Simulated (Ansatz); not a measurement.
Calculated with Ansatz (gas phase, PBE0-D4/def2-TZVP geometries, no zero-point term in ΔE). CCSD(T)/CBS adds triple-zeta CCSD(T) − MP2 to the extrapolated MP2 energy (def2 sets, frozen cores). This one scheme is used for every species. Functionals use def2-TZVPP. B3LYP here is the variant with VWN-RPA as its local correlation; programs differ in this. HSE06 is defined as in plane-wave codes. Triplets are unrestricted, without spin–orbit coupling.

`CB(C)Cl` → `CBCl` + `[CH2]` (triplet)  (formal loss of a carbene)

| level | ΔE (kcal/mol) | difference from CCSD(T)/CBS |
| --- | --- | --- |
| PBE-D4 | 118.4 | 1.8 |
| r2SCAN-D4 | 112.1 | -4.5 |
| B97M-V | 118.2 | 1.6 |
| B3LYP-D4 | 114.8 | -1.8 |
| HSE06-D4 | 116.5 | -0.1 |
| CAM-B3LYP-D4 | 116.0 | -0.6 |
| ωB97M-V | 117.6 | 1.0 |
| B2PLYP | 114.1 | -2.5 |
| PBE-QIDH | 116.0 | -0.6 |
| r2SCAN | 111.7 | -4.9 |
| B3LYP | 112.3 | -4.3 |
| r2SCAN0 | 110.6 | -6.0 |
| HF/def2-SVP | 82.5 | -34.1 |
| MP2/def2-SVP | 114.2 | -2.4 |
| HF/def2-TZVPP | 80.5 | -36.1 |
| CCSD(T)/def2-TZVPP | 113.7 | -2.9 |
| CCSD(T)/CBS | 116.6 | 0 |

Largest T1 diagnostic among the species: 0.011.

In def2-TZVPP, CCSD(T) changes the Hartree–Fock value by +33.2 kcal/mol (the triples alone add +2.7 kcal/mol) and MP2 by +36.6 kcal/mol. From BLYP to BHLYP (50 % exact exchange), in def2-TZVPP and without D4, ΔE moves by −1.0 kcal/mol.
